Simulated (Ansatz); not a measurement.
Al2F2H6N2, SMILES `[F][Al@H-]1[NH2+][Al@H-]([F])[NH2+]1`. The species carries charge 0 and has multiplicity 1. All single points use the PBE0-D4/def2-TZVP geometry.

```xyz
12

F     1.121   -2.277   -0.322
Al    0.059   -1.107   -0.848
N    -0.995   -0.588    0.699
Al   -0.059    1.107    0.848
F    -1.121    2.277    0.322
N     0.995    0.589   -0.699
H    -0.768   -1.292   -2.181
H    -1.991   -0.482    0.538
H    -0.889   -1.221    1.485
H     0.768    1.292    2.181
H     0.889    1.221   -1.485
H     1.991    0.482   -0.538
```

(1) What is the dipole moment at PBE/def2-TZVPP? (An estimate is asked.)

(2) Give the Mulliken charges with PBE, ωB97M-V, B3LYP in def2-TZVPP. (Best estimate.)

Answers

(1) Computed: 0.00 D, zero by symmetry or nearly so.

(2) The calculation gave: 
```
atom    PBE  ωB97M-V  B3LYP
  F1  -0.35    -0.38  -0.39
 Al2   0.39     0.47   0.50
  N3  -0.20    -0.22  -0.22
 Al4   0.39     0.47   0.50
  F5  -0.35    -0.38  -0.39
  N6  -0.20    -0.22  -0.22
  H7  -0.14    -0.13  -0.16
  H8   0.15     0.13   0.14
  H9   0.15     0.13   0.14
 H10  -0.14    -0.13  -0.16
 H11   0.15     0.13   0.14
 H12   0.15     0.13   0.14
```

B3LYP here is the variant with VWN-RPA as its local correlation; programs differ in this.
